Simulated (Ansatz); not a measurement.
Cartesian coordinates in Å:
```
Br 2.381 0.656 1.331
B 0.754 0.167 0.568
C -0.162 -0.897 -0.007
C -0.519 0.601 -0.133
Br -0.343 1.444 -1.848
H -0.844 -1.471 0.614
H 0.151 -1.435 -0.899
H -1.417 0.935 0.373
```

Total charge 0; spin multiplicity 1.

(1) List the CAM-B3LYP/def2-TZVPP orbital energies in eV (Ansatz). (Estimate.)

Results:

(1) Ansatz gave: Occupied: -13141.57, -13140.97, -1703.05, -1702.44, -1534.80, -1534.76, -1534.73, -1534.23, -1534.12, -1534.12, -280.23, -279.11, -239.13, -238.52, -187.46, -180.04, -179.89, -179.81, -179.52, -179.20, -179.19, -74.39, -74.35, -74.29, -74.17, -74.16, -73.84, -73.75, -73.74, -73.49, -73.49, -25.37, -24.18, -22.87, -18.44, -16.06, -14.55, -13.96, -12.17, -11.53, -11.15, -10.81, -9.86, -9.16, -8.56. Lowest empty: -0.87, 1.31, 1.74, 2.56, 2.64, 3.27, 3.62, 4.41.
